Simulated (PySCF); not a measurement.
Ge(H)(Br)(NH2)2 (BrGeH5N2), SMILES [NH2][GeH]([NH2])[Br].

Geometry: TPSSh-D3(BJ)/def2-SVP. The structure was generated by enumeration, and PubChem lists no compound with its InChIKey, so it may never have been made. The values are those of a single conformer.

Two levels are set side by side: TDA-PBE/def2-SVPD (PySCF) and TDA-B3LYP/def2-SVPD (PySCF). Vertical, same geometry. The lowest singlet is HOMO→LUMO 62 %, HOMO−1→LUMO 35 % with PBE and HOMO−1→LUMO 88 % with the other functional; states are paired by order. Differences are taken from unrounded values.

```tsv
quantity	TDA-B3LYP
lowest singlet excitation (eV)	6.15
lowest triplet excitation (TDA) (eV)	5.56
first bright state (f over 0.05) (eV)	6.21
its oscillator strength	0.06
```

Q: What does TDA-PBE give, and how far is it from TDA-B3LYP? (The exact figures need the calculation; the answer reports its results.)

A: 
```json
[
 {"quantity": "lowest singlet excitation (eV)", "TDA-PBE": "5.46", "TDA-PBE minus TDA-B3LYP": "-0.69"},
 {"quantity": "lowest triplet excitation (TDA) (eV)", "TDA-PBE": "5.12", "TDA-PBE minus TDA-B3LYP": "-0.44"},
 {"quantity": "first bright state (f over 0.05) (eV)", "TDA-PBE": "5.73", "TDA-PBE minus TDA-B3LYP": "-0.48"},
 {"quantity": "its oscillator strength", "TDA-PBE": "0.07", "TDA-PBE minus TDA-B3LYP": "0.01"}
]
```

A lower first singlet is the usual sign of a functional without exact exchange. Differences between two approximate levels are no errors against the true value.

Rough cost on one machine, each run with all the roots and properties that it gave: TDA-B3LYP against TDA-PBE about 2 times.
